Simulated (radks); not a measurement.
The numbers below are computed, except where a source is named.
Hg, 80 electrons, occupied as [Hg] (the NIST ground configuration).

Code: a radial shooting solver on a logarithmic mesh with Libxc functionals. Model: Dirac Kohn-Sham, AM05, spin-unpolarised, spherical densities, point nucleus.

Energy parts (eV):
| part | energy |
|---|---|
| total | -534752.66 |
| kinetic | 617082.08 |
| electron-nucleus | -1349689.39 |
| Hartree | 207740.03 |
| exchange-correlation | -9885.38 |

Orbitals (lengths in bohr, moments of r in powers of bohr; r(90%) holds 90 % of the orbital's charge):
orbital  occ.  eigenvalue (eV)   <1/r>  r(90%)
1s1/2       2        -82986.18   97.61  0.0304
2s1/2       2        -14697.00   24.03   0.109
2p1/2       2        -14101.08   23.97  0.0951
2p3/2       4        -12155.40   19.41   0.107
3s1/2       2        -3486.807   8.814   0.265
3p1/2       2        -3218.653   8.726   0.257
3p3/2       4        -2787.741   7.533   0.279
3d3/2       4        -2343.946   7.434   0.252
3d5/2       6        -2251.559   7.164   0.259
4s1/2       2        -765.8691   3.736   0.573
4p1/2       2        -651.0541   3.627   0.583
4p3/2       4        -546.7914   3.211   0.632
4d3/2       4        -359.1970   3.011   0.661
4d5/2       6        -339.7575   2.916   0.677
4f5/2       6         -98.0729   2.553   0.767
4f7/2       8         -93.8765   2.517   0.778
5s1/2       2        -117.9500   1.527    1.29
5p1/2       2         -79.9838   1.400    1.41
5p3/2       4         -61.5730   1.245    1.55
5d3/2       4         -11.0033  0.9118    2.27
5d5/2       6          -9.1553  0.8696    2.40
6s1/2       2          -6.8280  0.4775    4.03
6p1/2       0          -1.4824  0.3248    6.43

The highest occupied level is 6s1/2 at -6.828 eV. The density falls to 0.001 e/bohr^3 at r = 4.30 bohr. For comparison, the ionisation energy in NIST's Atomic Spectra Database is 10.438 eV (measured). In exact Kohn-Sham theory the highest level is minus the ionisation energy, but local and semilocal functionals leave it too shallow, through self-interaction and a potential that decays too fast; potentials with the right tail come closer. Summed over all electrons, <r^2> = 61.19 bohr^2, which gives a Langevin (diamagnetic) susceptibility term of -48.5 x 10^-6 cm^3/mol.
